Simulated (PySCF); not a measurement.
## Dipole response of Cs⁻ (caesium, charge -1)

[Xe] 6s2, closed-shell 1S. All numbers are calculated (PySCF 2.14, the spin-free X2C one-electron Hamiltonian (Gaussian nucleus), in aug-cc-pwCVTZ-X2C with one added diffuse shell each of s, p, d, f type (12s11p9d5f, 125 functions)). Coupled (time-dependent) response in atomic units; α is the mean over directions.

| method | mean α (bohr³) | C₆ (like pair) | S(−4) |
| --- | --- | --- | --- |
| UHF | 3630 | 198300 | 12250000 |

S(−4) is the Cauchy moment in α(ω) = α(0) + S(−4) ω² + …

α(iu) at UHF:

| u (hartree) | α(iu) (bohr³) |
| --- | --- |
| 0 | 3630 |
| 0.0500 | 608.2 |
| 0.100 | 201.9 |
| 0.200 | 64.95 |
| 0.300 | 35.91 |
| 0.500 | 18.54 |
| 0.750 | 11.07 |
| 1.00 | 7.477 |
| 1.50 | 4.114 |
| 2.00 | 2.633 |
| 3.00 | 1.384 |
| 5.00 | 0.6016 |

A single London oscillator, α(iu) = α/(1 + u²/ω²), gives C₆ = (3/4) ω α². Matching the computed C₆ needs ω = 4 × 198300 / (3 × 3630²) = 0.0201 hartree.

For an ion, C₆ is the dispersion term alone; charge-induced terms of lower order in 1/R come first.

Spin-orbit coupling, which splits the p, d and f shells strongly at this Z, is absent. The outer electron is barely bound at this level, so radii and moments hang on the diffuse functions.
